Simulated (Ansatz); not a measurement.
Consider the ligand exchange at a B–Cl bond: `CCOBCl` + H–F → `CCOBF` + HCl.

Calculated with Ansatz (gas phase, PBE0-D4/def2-TZVP geometries, no zero-point term in ΔE). CCSD(T)/CBS adds triple-zeta CCSD(T) − MP2 to the extrapolated MP2 energy (def2 sets, frozen cores). This one scheme is used for every species. DFT in def2-TZVPP. HSE06 is defined as in plane-wave codes. One conformer a species, not always the lowest.

`CCOBCl`:

Cartesian coordinates in Å:
```
C -0.885 -1.145 -0.528
C 0.056 -0.546 0.486
O 0.939 0.374 -0.148
B 0.905 1.679 0.123
Cl 2.020 2.738 -0.728
H -1.521 -1.894 -0.051
H -0.327 -1.627 -1.333
H -1.526 -0.377 -0.965
H 0.682 -1.319 0.940
H -0.494 -0.039 1.285
H 0.150 2.156 0.918
```

H–F:

```xyz
2

F     0.172   -0.248   -0.347
H    -0.172    0.248    0.347
```

`CCOBF`:

Cartesian coordinates in Å:
```
C 0.584 1.389 -0.109
C -0.561 0.408 -0.152
O -0.110 -0.857 -0.614
B -0.087 -1.932 0.183
F 0.371 -3.067 -0.325
H 0.222 2.375 0.191
H 1.052 1.477 -1.091
H 1.344 1.070 0.607
H -1.333 0.745 -0.848
H -1.022 0.301 0.836
H -0.459 -1.910 1.323
```

HCl:

```xyz
2

Cl    0.632   -0.043    0.085
H    -0.632    0.043   -0.085
```

```tsv
level	ΔE (kcal/mol)	difference from CCSD(T)/CBS
revPBE-D4	-11.1	1.2
BLYP-D4	-13.8	-1.5
r2SCAN-D4	-13.7	-1.4
HSE06-D4	-12.3	0.0
ωB97X-V	-13.8	-1.5
PBE0	-12.9	-0.6
CAM-B3LYP	-15.9	-3.6
HF/def2-TZVPP	-17.2	-4.9
SCS-MP2/def2-TZVPP	-13.2	-0.9
HF/CBS(def2)	-17.3	-5.0
CCSD(T)/CBS	-12.3	0
```

What do rigid-rotor, harmonic-oscillator terms from PBE0-D4/def2-TZVP frequencies (298.15 K, 1 bar) make of the CCSD(T)/CBS value? (Estimate.)

Ansatz gave: ΔZPE = -0.7 kcal/mol, ΔH = -13.2 kcal/mol, ΔS = 1 J/(mol·K), ΔG = -13.3 kcal/mol.

Largest T1 diagnostic among the species: 0.012.

Leaving LDA and LC-ωPBE aside and taking each functional with its dispersion term where it has one, the values, not all of them listed here, spread over 4.2 kcal/mol, from CAM-B3LYP-D4 to revPBE-D4. At CCSD(T), def2-SVP lies −3.6 kcal/mol from the extrapolated value and def2-TZVPP −1.0 kcal/mol.
